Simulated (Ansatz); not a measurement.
Compare A (`O[SiH](F)[SiH2]I`) with its isomer B (`O[SiH](I)[SiH2]F`).

Gas-phase electronic energies from Ansatz, PBE0-D4/def2-TZVP geometries. CCSD(T)/CBS adds triple-zeta CCSD(T) − MP2 to the extrapolated MP2 energy (def2 sets, frozen cores). DFT in def2-TZVPP. Elements past krypton have def2 core potentials. For I outer-core shells are correlated without core-valence functions, which leaves a few kJ/mol of doubt a bond. One conformer a species, not always the lowest.

Which is lower in electronic energy at CCSD(T)/CBS, and by how much? (Best estimate.)

The calculation gave: A, by 24.7 kJ/mol.

Give E(B) − E(A) in kJ/mol with CCSD/def2-TZVPP, HF/def2-TZVPP, CCSD(T)/def2-TZVPP, MP2/def2-TZVPP, B2PLYP, ωB97M-V, r2SCAN-D4. (Estimate.)

Ansatz gave: CCSD/def2-TZVPP 23.7, HF/def2-TZVPP 19.1, CCSD(T)/def2-TZVPP 24.6, MP2/def2-TZVPP 23.5, B2PLYP 22.3, ωB97M-V 25.1, r2SCAN-D4 25.3. None reverses the order clearly.

Largest T1 diagnostic: 0.011.

In def2-TZVPP, CCSD(T) changes the Hartree–Fock value by +5.5 kJ/mol (the triples alone add +0.9 kJ/mol) and MP2 by +4.4 kJ/mol.
